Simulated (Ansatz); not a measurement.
The lowest doublet and quartet of CH (SMILES [CH]); geometries from B3LYP-D3(BJ)/def2-TZVP, each state relaxed from the structure named, with no frequency check.
Doublet (charge 0, multiplicity 2):
| atom | x (Å) | y (Å) | z (Å) |
|---|---|---|---|
| C | 0.0000 | 0.0000 | -0.1605 |
| H | 0.0000 | 0.0000 | 0.9630 |

A positive gap puts the quartet lower; no zero-point energy. U- takes an unrestricted doublet. The quartet is unrestricted in single-reference levels. Active spaces average the two states.

Correlated levels freeze the cores.

Programs: Ansatz (an electronic-structure program) with Gaussian orbitals. Each number belongs to the level named beside it.

**Question.** Give the gap E(doublet) − E(quartet), vertical, at the doublet's geometry at the level U-CCSD(T)/cc-pVDZ (spin-contaminated).

**Answer.** -0.56 eV

**Question.** Estimate the gap E(doublet) − E(quartet), vertical, at the doublet's geometry that U-wB97M-V/def2-TZVPP returns for this input.

**Answer.** -0.87 eV

**Question.** Predict the gap E(doublet) − E(quartet), vertical, at the doublet's geometry from FIC-MRCISD+Q on SA-CASSCF(5,5)/cc-pVDZ.

**Answer.** -0.60 eV

Doubts at one or more of the structures used: T1 above 0.05 (U-CCSD(T)/cc-pVDZ (spin-contaminated)).
